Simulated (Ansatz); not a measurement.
One change: `C=C[O][InH2]` becomes `C=C[O][AlH][OH]`.

Ansatz, PBE0-D4/def2-TZVP geometries, multiplicity 1. Each molecule was computed in one conformer, which needn't be the lowest.

Elements past krypton have def2 core potentials.

```json
{"property": "size of the dipole moment (ωB97M-V/def2-TZVPP) / D", "`C=C[O][InH2]`": "2.30"}
{"property": "HOMO energy (B3LYP/def2-TZVPP) / eV", "`C=C[O][InH2]`": "-6.08"}
{"property": "HOMO energy (ωB97M-V/def2-TZVPP) / eV", "`C=C[O][InH2]`": "-8.49"}
{"property": "HOMO–LUMO gap (ωB97M-V/def2-TZVPP) / eV", "`C=C[O][InH2]`": "8.15"}
{"property": "HOMO energy (PBE/def2-TZVPP) / eV", "`C=C[O][InH2]`": "-5.19"}
{"property": "LUMO energy (PBE0/def2-TZVPP) / eV", "`C=C[O][InH2]`": "-1.81"}
```

Task: What does the change do to each property? (Best estimate.)

Result: Ansatz gave: 
```
                                          property  `C=C[O][AlH][OH]`  shift
size of the dipole moment (ωB97M-V/def2-TZVPP) / D               0.86  -1.44
               HOMO energy (B3LYP/def2-TZVPP) / eV              -6.65  -0.57
             HOMO energy (ωB97M-V/def2-TZVPP) / eV              -9.13  -0.64
           HOMO–LUMO gap (ωB97M-V/def2-TZVPP) / eV              10.28   2.13
                 HOMO energy (PBE/def2-TZVPP) / eV              -5.69  -0.50
                LUMO energy (PBE0/def2-TZVPP) / eV              -0.41   1.40
```

With PBE0 the HOMO falls by 0.59 eV and the LUMO rises by 1.40 eV, so the gap widens by about 1.99 eV. PBE moves the HOMO by -0.50 eV and ωB97M-V by -0.64 eV. Dipoles are sizes alone; their direction can turn.

B3LYP here is the variant with VWN-RPA as its local correlation; programs differ in this.
